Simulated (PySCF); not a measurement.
Assigning NMR signals

Structure with atom numbers: `[CH2:1]=[CH:2][c:3]1[cH:4][c:5]([SiH3:6])[cH:7][cH:8][p:9]1` (H(Xn): hydrogen on atom n). Ha(C1) is cis to C3; Hb(C1) is trans to C3.

All values are calculated (PySCF 2.14.0 with density-fitted response routines): GFN2-xTB geometry, shielding tensors at PBE0/pcSseg-1 (GIAO). Averaged over atoms made equivalent by symmetry, fast rotation or ring inversion, relativity neglected, no solvent model, a single conformation.

Chemical shifts δ = σref − σ; TMS for 13C (σ = 186.93 ppm) and 1H (σ = 31.72 ppm), all at this level.

(1) Assign these signals to the numbered atoms. 13C{1H} NMR (computed): δ 176.4, 163.4, 148.5, 146.6, 143.5, 137.9, 121.5.

(2) Assign these signals to the numbered atoms. 1H NMR (400 MHz, computed): δ 9.19 (m, 1H), 8.05 (m, 1H), 7.85 (m, 1H), 7.42 (m, 1H), 6.95 (m, 1H), 5.64 (m, 1H), 4.59 (s, 3H).

## Answers

(1) 
176.4 → C3, substituted aromatic carbon
163.4 → C8, aromatic CH
148.5 → C2, alkene CH: an sp2 carbon of a C=C bond
146.6 → C4, aromatic CH
143.5 → C7, aromatic CH
137.9 → C5, substituted aromatic carbon
121.5 → C1, terminal =CH2 carbon: as expected for a trigonal carbon in a double bond

C2 and C4 lie closer than the usual error of such a calculation, so a measured spectrum could show them in the other order.

(2) 
| δ (ppm) | atoms | environment | reason |
| --- | --- | --- | --- |
| 9.19 | H(C8) | hydrogen on an aromatic CH | aromatic region |
| 8.05 | H(C7) | hydrogen on an aromatic CH | – |
| 7.85 | H(C4) | hydrogen on an aromatic CH | – |
| 7.42 | Ha(C1) | hydrogen on a terminal =CH2 carbon | olefinic region |
| 6.95 | H(C2) | hydrogen on an alkene CH | olefinic region |
| 5.64 | Hb(C1) | hydrogen on a terminal =CH2 carbon | olefinic region |
| 4.59 | H(Si6) | hydrogen on a silicon bonded to C | – |

Splittings by 31P in the carbon and heteronuclear signals aren't shown, as no couplings were computed. Shifts are as computed. Against solution values, carbons near 30 ppm lie about +3 ppm off and those near 130 ppm about +5 ppm. Of 1211 compounds with measured shifts, 218 miss one by over three times the rms of a fit or turn the order of signals round; such compounds aren't used in these exercises. No couplings were computed; multiplicities are counted from neighbouring protons, with m where these are inequivalent, close in shift, in a saturated or five-membered ring or joined by F or P, and br s for small geminal =CH2 splittings.
